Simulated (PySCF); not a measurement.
# How methods differ on the ionisation energy of Re⁵⁸⁺

Re⁵⁸⁺ [Ne] 3s2 3p5 (2P) → Re⁵⁹⁺ [Ne] 3s2 3p4 (3P), as a difference of total energies. All numbers are calculated (PySCF 2.14, the spin-free X2C one-electron Hamiltonian (Gaussian nucleus), in an uncontracted even-tempered set (17 s from 15 bohr⁻², ratio 2.5; 12 p from 20 bohr⁻², ratio 2.5; 4 d from 81 bohr⁻², ratio 2.7; 4 f from 120 bohr⁻², ratio 2.7)). Correlated levels: outer shells: 1s2 frozen; virtual orbitals above 40 to 60 times the deepest correlated orbital energy dropped. The calculations carry no spin-orbit coupling.

```csv
method,ionisation energy (eV)
UHF,6157.8
PBE,6160.7
PBE0,6160.5
r2SCAN,6161.1
M06-2X,6161.2
TPSSh,6160.7
MP2 (outer shells),6159.0
```

Q: Estimate what SCS-MP2 (outer shells) gives.

A: 6158.9 eV, closest to MP2 (outer shells) among the rows shown.

Q: Estimate what LDA gives.

A: 6159.6 eV, closest to MP2 (outer shells) among the rows shown.

Spin-orbit coupling is strong in these open shells (close to jj coupling). The scalar numbers leave it out and a first-order estimate fails, so it can dominate the gap to the real levels.

Breit and QED terms and the two-electron picture change are absent.

For comparison: 6042 ± 6 eV (theoretical estimate listed by NIST; NIST Atomic Spectra Database, ionization energies).
